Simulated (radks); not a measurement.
Problem. The mean radii <r> (bohr) of the occupied orbitals of an atom or ion are listed with their occupations. Calculated with a radial shooting solver on a logarithmic mesh with Libxc functionals: scalar-relativistic Kohn-Sham, LDA (Slater exchange, Perdew-Wang correlation), spin-unpolarised, spherical densities, finite nucleus; Fermi nuclear charge, rms radius of each element as measured or else 0.836 A^(1/3) + 0.57 fm.

orbital  occ.      <r>
1s          2  0.01868
2s          2  0.07901
2p          6  0.07058
3s          2   0.2050
3p          6   0.2050
3d         10   0.1857
4s          2   0.4591
4p          6   0.4880
4d         10   0.5233
5s          2    1.096
5p          6    1.278
4f         14   0.6371
5d          2    1.838

Name the element and its charge.

Solution. Z = 73, tantalum, charge +3: Ta3+ in [Xe] 4f14 5d2. The 1s radius gives Z: for a bare nucleus <r> = (2 gamma + 1)/(2Z) with gamma = sqrt(1 - (Z/c)^2), 0.01844 bohr for Z = 73, and screening makes it slightly larger (0.01868 here). The occupations add up to 70, and the charge is Z minus that.
